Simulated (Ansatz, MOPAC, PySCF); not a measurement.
Molecule: CaCl2 (charge 0, singlet). SMILES: [Cl][Ca][Cl]
Geometry: optimised at B3LYP-D3(BJ)/def2-TZVP (Ansatz, a program for electronic structure).

Unscaled harmonic wavenumbers (cm⁻¹) in rising order, each level at the stationary point that it reaches from this structure (no distance between atoms moves by over 0.3 Å); the order of modes can differ between levels, and a negative number is imaginary. B3LYP-D3(BJ)/def2-TZVP (PySCF, at the structure above): 22, 22, 278, 421.

PM3 (MOPAC): 63, 63, 252, 412. Zero-point energy 1.1 against 1.1 kcal/mol.

B3LYP/6-31G* with LANL2DZ past Ar (Ansatz): 52, 52, 248, 393. Zero-point energy 1.1 against 1.1 kcal/mol.
